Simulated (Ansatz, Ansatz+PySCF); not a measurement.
```xyz
4

Al    0.0225   -0.0352   -0.0274
Cl    2.1244   -0.0067   -0.0197
Cl   -1.0471    1.7515   -0.0067
Cl   -1.0503   -1.8456    0.0184
```

RHF-MP2 on singlet AlCl₃ was run in several spherical basis sets with Ansatz (development build ahead of 0.2.0). Frozen core: 20 orbitals.

(1) Rank the basis sets by the total energy that they give, lowest first, with the distance from the lowest.
A. 6-31G(d)
B. cc-pVTZ
C. def2-TZVP
D. def2-SVP
E. 6-31G
F. STO-3G
G. aug-cc-pVDZ

Answers

(1) B (0.00 eV), C (0.93 eV), G (5.25 eV), A (9.42 eV), E (19.77 eV), D (20.74 eV), F (497.57 eV).

Totals follow the description of the cores as much as that of the bonds, so this order isn't one of quality for chemistry.
